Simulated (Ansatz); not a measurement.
Molecule: TaH, charge 0, multiplicity 3. The spin state was set by rule; other spins were not relaxed. 
Geometry from a B3LYP-D3(BJ)/def2-TZVP (Ansatz, a program for electronic structure) optimisation:
```
Ta
H 1 1.7464
```
Charge 0, spin multiplicity 3.

Wanted: atomisation energy (electronic, to ground-state atoms), in kJ/mol. Cores are frozen in the correlated levels unless marked. UHF or UKS for open shells. Spin-orbit coupling is left out. The frozen core is the preceding noble-gas configuration, with the filled d and f shells of earlier blocks. Past Kr the def2 sets carry scalar-relativistic core potentials. The coupled-cluster limit lacks core correlation, which all-electron functionals hold. Basis-set limits of correlation are two-point, X^-3; Hartree-Fock from the larger set.

| level | program | atomisation energy (kJ/mol) |
|---|---|---|
| HF/def2-QZVPP | Ansatz | 147.4 |
| PBE-D3(BJ)/def2-TZVPD | Ansatz + dftd3 | 252.7 |

Predict the CCSD(T)/CBS(def2-TZVPPD,def2-QZVPPD) result (Ansatz).

236.8 kJ/mol, so PBE-D3(BJ)/def2-TZVPD differs from it by 15.9 kJ/mol.
